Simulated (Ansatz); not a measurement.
A structure relaxed at PBE0-D4/def2-TZVP, charge 0, multiplicity 1:

```tsv
atom	x (Å)	y (Å)	z (Å)
Si1	0.2776	0.3696	1.5166
C2	-0.7170	-0.0238	-0.0079
Cl3	-1.2362	1.5232	-0.8274
In4	0.3169	-0.7593	-1.7865
H5	-0.4858	1.1815	2.5028
H6	0.6627	-0.9262	2.1442
H7	1.5066	1.1087	1.1302
H8	-1.6331	-0.5741	0.2043
H9	1.9456	-0.2544	-1.9721
H10	-0.6373	-1.6452	-2.9042
```

(1) Give its formula and SMILES.

(2) Summarise the bond lengths by kind.

Results:

(1) CH6ClInSi, `[SiH3][CH](Cl)[InH2]`.

(2) 1 × C–Si 1.862 Å; 3 × H–Si 1.485 to 1.490 Å; 1 × C–Cl 1.826 Å; 1 × C–In 2.185 Å; 1 × C–H 1.089 Å; 2 × H–In 1.715 to 1.716 Å.

All numbers were calculated with Ansatz.
